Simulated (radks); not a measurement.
Radial electron density D(r) = 4 pi r^2 rho(r) of an atom or ion with 14 electrons. All-electron calculation, Dirac Kohn-Sham, LDA (Slater exchange, Perdew-Wang correlation), spin-unpolarised, spherical densities, finite nucleus; Fermi nuclear charge, rms radius of each element as measured or else 0.836 A^(1/3) + 0.57 fm. Program: a radial shooting solver on a logarithmic mesh with Libxc functionals.

| r (bohr) | D(r) (e/bohr) |
|---|---|
| 0.00669 | 2.765 |
| 0.007483 | 3.338 |
| 0.008437 | 4.065 |
| 0.009437 | 4.864 |
| 0.01056 | 5.791 |
| 0.0119 | 6.939 |
| 0.01331 | 8.162 |
| 0.01489 | 9.535 |
| 0.01679 | 11.17 |
| 0.01878 | 12.82 |
| 0.021 | 14.58 |
| 0.02368 | 16.54 |
| 0.02649 | 18.37 |
| 0.02963 | 20.14 |
| 0.0334 | 21.85 |
| 0.03736 | 23.19 |
| 0.04179 | 24.18 |
| 0.04712 | 24.76 |
| 0.0527 | 24.79 |
| 0.05895 | 24.31 |
| 0.06646 | 23.30 |
| 0.07434 | 22.01 |
| 0.08315 | 20.59 |
| 0.09375 | 19.20 |
| 0.1049 | 18.28 |
| 0.1173 | 17.96 |
| 0.1322 | 18.43 |
| 0.1479 | 19.61 |
| 0.1654 | 21.33 |
| 0.1865 | 23.37 |
| 0.2086 | 24.99 |
| 0.2334 | 25.84 |
| 0.2631 | 25.49 |
| 0.2943 | 23.84 |
| 0.3292 | 21.02 |
| 0.3712 | 17.14 |
| 0.4151 | 13.34 |
| 0.4643 | 9.955 |
| 0.5236 | 7.294 |
| 0.5856 | 5.885 |
| 0.655 | 5.366 |
| 0.7385 | 5.373 |
| 0.826 | 5.438 |
| 0.9239 | 5.214 |
| 1.042 | 4.515 |
| 1.165 | 3.533 |
| 1.303 | 2.455 |
| 1.469 | 1.441 |
| 1.644 | 0.7591 |
| 1.838 | 0.3435 |
| 2.073 | 0.1222 |
| 2.318 | 0.03861 |
| 2.593 | 0.009986 |
| 2.924 | 0.001836 |
| 3.27 | 0.0002936 |

What is the nuclear charge?

Answer. Z = 21. The innermost maximum, from 1s, lies near gamma/Z bohr with gamma = sqrt(1 - (Z/c)^2) = 0.988, here 0.0471 bohr (found: 0.0502), and its height grows with Z. The density is that of the scandium ion Sc7+ in [Ne] 3s2 3p2; the configuration itself is not fixed sharply by these data, and Z only to about a unit. D(r) has 3 maxima, at r = 0.0502, 0.241, 0.813 bohr, and minima at 0.116, 0.687 bohr, inside which lie 2.15, 10.56 electrons.
